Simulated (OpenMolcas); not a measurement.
## Predicting a hybrid from its neighbours: GaHClOF

The species is GaHClOF (5 atoms), meant as a singlet with charge 0. SMILES: `[OH][Ga]([F])[Cl]`. Geometry: relaxed at PBE0-D4/def2-TZVP. This is one conformer, not always the lowest.

The electronic atomisation energy y, in eV, basis def2-SVPD; a is the functional's share of exact exchange. Programs: OpenMolcas 26.06.

| functional | program | a | y (eV) |
| --- | --- | --- | --- |
| PBE | OpenMolcas | 0 | 17.44 |
| r2SCAN | OpenMolcas | 0 | 17.36 |
| B3LYP | OpenMolcas | 0.2 | ? |
| PBE0 | OpenMolcas | 0.25 | 16.93 |
| BHLYP | OpenMolcas | 0.5 | 15.98 |

Task: Fit y = c + s·a to the known rows and predict B3LYP.

Result: 
1. Means of the 4 rows: a = 0.1875, y = 16.928.
2. Σ(Δa)² = 0.17188, Σ(Δa·Δy) = -0.47313, so the slope is -0.47313/0.17188 = -2.7527.
3. Intercept: 16.928 − (-2.7527) × 0.1875 = 17.444. The largest residual of the fit is 0.17.
4. B3LYP: 17.444 + (-2.7527) × 0.2 = 16.89 eV.

The run gave 16.66 eV, so the prediction is off by +0.23 eV, more than the largest residual.
